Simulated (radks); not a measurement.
Sn V, configuration [Kr] 4d10.

Calculated with a radial shooting solver on a logarithmic mesh with Libxc functionals: scalar-relativistic Kohn-Sham, Slater X-alpha with alpha = 0.667, spin-polarised, spherical densities, point nucleus.

Energy parts (eV):
total: -167727.773
kinetic: 175176.403
electron-nucleus: -404006.802
Hartree: 65283.900
exchange: -4181.274

Orbitals (lengths in bohr, moments of r in powers of bohr; r(max) is where P^2 peaks; r(90%) holds 90 % of the orbital's charge):
| orbital | occ. | eigenvalue (eV) | r(90%) | r(max) | <r^2> | <r> |
|---|---|---|---|---|---|---|
| 1s | 2 | -29020.64 | 0.0522 | 0.01879 | 0.001145 | 0.02908 |
| 2s | 2 | -4416.323 | 0.194 | 0.1062 | 0.01861 | 0.1256 |
| 2p | 6 | -3971.078 | 0.178 | 0.08496 | 0.01468 | 0.1096 |
| 3s | 2 | -884.5573 | 0.500 | 0.3080 | 0.1321 | 0.3400 |
| 3p | 6 | -739.0465 | 0.508 | 0.3012 | 0.1327 | 0.3382 |
| 3d | 10 | -514.3259 | 0.496 | 0.2508 | 0.1177 | 0.3149 |
| 4s | 2 | -174.3164 | 1.18 | 0.7449 | 0.7569 | 0.8177 |
| 4p | 6 | -130.1742 | 1.30 | 0.7875 | 0.8925 | 0.8838 |
| 4d | 10 | -66.0912 | 1.66 | 0.8843 | 1.355 | 1.073 |

The highest occupied level is 4d at -66.091 eV. The density falls to 0.001 e/bohr^3 at r = 2.78 bohr. Summed over all electrons, <r^2> = 22.78 bohr^2, which gives a Langevin (diamagnetic) susceptibility term of -18 x 10^-6 cm^3/mol.
